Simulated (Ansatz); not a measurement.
Program: Ansatz 0.2.0.

A structure relaxed at PBE0-D4/def2-TZVP, charge 0, multiplicity 1:

Cartesian coordinates in Å:
```
O 0.869 -2.639 -0.499
Al -0.121 -1.489 0.220
Cl -1.605 -2.163 1.507
O 0.058 0.147 -0.071
Si -0.149 1.762 -0.022
H 1.575 -2.410 -1.102
H 1.087 2.430 -0.504
H -1.285 2.153 -0.898
H -0.430 2.208 1.368
```

Give its formula and SMILES.

AlClH4O2Si, `[OH][Al]([Cl])[O][SiH3]`.

Summarise the bond lengths by kind.

2 × Al–O 1.671 to 1.680 Å; 1 × H–O 0.956 Å; 1 × Al–Cl 2.076 Å; 1 × O–Si 1.629 Å; 3 × H–Si 1.486 Å.
